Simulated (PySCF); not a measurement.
C4H4OSe, SMILES c1(ccoc1)[SeH].

Coordinates come from a PBE-D3(BJ)/def2-SVP optimisation. Other conformers were not sampled.

Two levels are set side by side: PBE/def2-TZVP (PySCF) and M06-2X/def2-TZVP (PySCF). Same geometry, gas phase. Differences are taken from unrounded values.

```json
[
 {"quantity": "orbital gap (eV)", "PBE": "4.37"},
 {"quantity": "highest occupied level (eV)", "PBE": "-5.54"},
 {"quantity": "lowest empty level (eV)", "PBE": "-1.17"},
 {"quantity": "dipole moment (D)", "PBE": "1.01"},
 {"quantity": "mean polarisability (bohr³)", "PBE": "73.7"}
]
```

### Question
These are the PBE values. What does M06-2X give? (The exact figures need the calculation; the answer reports its results.)

### Answer

```json
[
 {"quantity": "orbital gap (eV)", "M06-2X": "8.44", "PBE minus M06-2X": "-4.07"},
 {"quantity": "highest occupied level (eV)", "M06-2X": "-7.77", "PBE minus M06-2X": "2.23"},
 {"quantity": "lowest empty level (eV)", "M06-2X": "0.67", "PBE minus M06-2X": "-1.84"},
 {"quantity": "dipole moment (D)", "M06-2X": "1.01", "PBE minus M06-2X": "0.00"},
 {"quantity": "mean polarisability (bohr³)", "M06-2X": "71.6", "PBE minus M06-2X": "2.1"}
]
```

PBE's occupied levels lie high since its potential decays too fast outside the molecule; exact exchange lowers them and widens the gap. Differences between two approximate levels are no errors against the true value.

Rough cost on one machine, each run with all the roots and properties that it gave: M06-2X against PBE about 3 times.
